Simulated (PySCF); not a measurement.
Mo(S)2(F)(Me) (CH₃FMoS₂), SMILES [CH3][Mo]([F])(=[S])=[S], multiplicity 1.

The structure is a stationary point at PBE0-D3(BJ)/def2-SVP. The multiplicity is an assumed one; no other spin state was optimised. The structure was generated by enumeration; whether it is a known compound was not checked. The def2 effective core potentials stand for the cores of Mo; spin–orbit coupling is left out.

These are PySCF with PBE/def2-TZVP values and carry that method's errors.

Isolated molecule, no solvent.

Problem. Estimate the frontier levels, gap, dipole moment and polarisability. (Estimate from the structure and the level; the computed values follow.)

Solution. 
- highest occupied level: -6.42 eV
- lowest empty level: -4.17 eV
- orbital gap: 2.25 eV
- dipole moment: 1.94 D
- quadrupole, principal values (traceless, Buckingham form, about the centre of nuclear charge): -3.79, -1.34, 5.13 D·Å
- mean static polarisability: 93.0 bohr³ (13.78 Å³)
- polarisability, principal values: 71.3, 91.0, 116.7 bohr³
